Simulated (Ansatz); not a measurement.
Species: AgCl, net charge 0, triplet state. The spin state was set by rule; other spins were not relaxed. 
Geometry from a B3LYP-D3(BJ)/def2-TZVP (Ansatz, a quantum-chemistry and plane-wave program) optimisation:
```
Ag
Cl 1 2.5264
```
Charge 0, spin multiplicity 3.

Basis-set convergence of Hartree-Fock and MP2 correlation energies (hartree) with Ansatz. Correlated levels leave the core frozen unless marked. UHF or UKS for open shells. No spin-orbit coupling. The frozen core is the preceding noble-gas configuration, with the filled d and f shells of earlier blocks. In def2 rows, elements after Kr have scalar-relativistic effective core potentials.

```json
[
 {"basis": "def2-SVP", "functions": "49", "E(HF)": "-605.38364", "E(corr, MP2)": "-0.35079"},
 {"basis": "def2-TZVPP", "functions": "98", "E(HF)": "-605.57246", "E(corr, MP2)": "-0.55656"},
 {"basis": "def2-QZVPP", "functions": "158", "E(HF)": "-605.58697", "E(corr, MP2)": "-0.61077"}
]
```

Extrapolating the two largest sets (X = 3 and 4) as X^-3: E(corr) = (64·(-0.61077) - 27·(-0.55656))/37 = -0.6503 Eh, an estimate of the basis-set limit. The largest set recovers 93.9 % of it, the smallest 53.9 %.
